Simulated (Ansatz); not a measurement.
Cu2, closed-shell singlet (the spin of the measured ground state), most abundant isotopes (62.9296 and 62.9296 u). Constants from fifth-degree fits in 1/R to seven points on the lowest solution found; no spin–orbit coupling, no relativity up to Kr; ω_e x_e and α_e move by some per cent with the fit.

Correlated levels freeze the inner cores; with def2 sets outer-core shells near the valence are correlated too. CBS(a, b) extrapolates the correlation energy as X⁻³ and adds the Hartree–Fock energy of set b.

Programs: Ansatz (a program for electronic structure). 

At CCSD(T)/CBS(def2-TZVPP, def2-QZVPP): B₀ = 0.10723 cm⁻¹, fundamental 252 cm⁻¹.

Question: Taking the state as ¹Σ, work out the ideal-gas entropy and heat capacity at 298.15 K and 1 bar (rigid rotor, harmonic oscillator at the fundamental, no nuclear spin).

Answer: 
Translation: S = R(1.5 ln M + 2.5 ln T − 1.1517) with M = 125.859 u gives 169.16 J/(mol K). Rotation: q = kT/(σhcB₀) = 966.2 with σ = 2 and hc/k = 1.43878 cm K, S = R(ln q + 1) = 65.46. Vibration: u = hcν/kT = 1.217, S = R(u/(eᵘ − 1) − ln(1 − e⁻ᵘ)) = 7.18. Sum S° = 241.8 J/(mol K). C_p = 7R/2 + R u² eᵘ/(eᵘ − 1)² = 36.46 J/(mol K).
